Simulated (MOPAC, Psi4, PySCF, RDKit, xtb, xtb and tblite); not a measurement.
Two geometries of SMILES B(Cl)(B(Cl)Cl)Cl, relaxed at GFN2-xTB with one dihedral held; other torsions can differ between them too.

Structure A

```
6

Cl    -1.5779     1.2172     1.1342
B     -0.8444     0.0849     0.0664
Cl    -1.9039    -0.8891    -0.8765
B      0.8477    -0.0646    -0.0519
Cl     1.7293    -1.1541     0.9463
Cl     1.7592     0.8660    -1.1759
```

Structure B

```
6

Cl     1.6076     1.1815     1.1709
B      0.8628     0.0732     0.0872
Cl     1.9135    -0.8993    -0.8657
B     -0.8352    -0.0553    -0.0367
Cl    -1.5800    -1.1636    -1.1204
Cl    -1.8860     0.9173     0.9160
```

Which is lower in energy at the level Psi4 with DF-MP2 (frozen core)/cc-pVTZ // GFN2-xTB, and by how much?

A is lower, by 6.86 kJ/mol (dihedral Cl1–B2–B4–Cl5: 90° in A, 180° in B).

E(B) − E(A) in kJ/mol at the other levels, on the same two geometries: GFN2-xTB (xtb and tblite) 1.33; B3LYP/def2-TZVP // GFN2-xTB (Psi4) 9.16; B3LYP-D3(BJ)/def2-TZVP // GFN2-xTB (Psi4) 7.99; PBE/def2-TZVP // GFN2-xTB (Psi4) 7.67; PBE-D3(BJ)/def2-TZVP // GFN2-xTB (Psi4) 7.22; r2SCAN/def2-TZVP // GFN2-xTB (Psi4) 7.09; HF/cc-pVTZ // GFN2-xTB (Psi4) 11.79; UFF // GFN2-xTB (RDKit) -38.11; AM1, restricted, heats of formation // GFN2-xTB (MOPAC) 12.91; PM7, restricted, heats of formation // GFN2-xTB (MOPAC) 9.20; GFN1-xTB // GFN2-xTB (xtb) 2.29; restricted B3LYP/6-31G*, spherical d, density fitting // GFN2-xTB (PySCF) 8.09; restricted B3LYP/3-21G // GFN2-xTB (PySCF) 1.66; restricted Hartree-Fock/STO-3G // GFN2-xTB (PySCF) 12.35; restricted B3LYP/LANL2DZ, with its core potentials past Ne // GFN2-xTB (PySCF) 7.28.
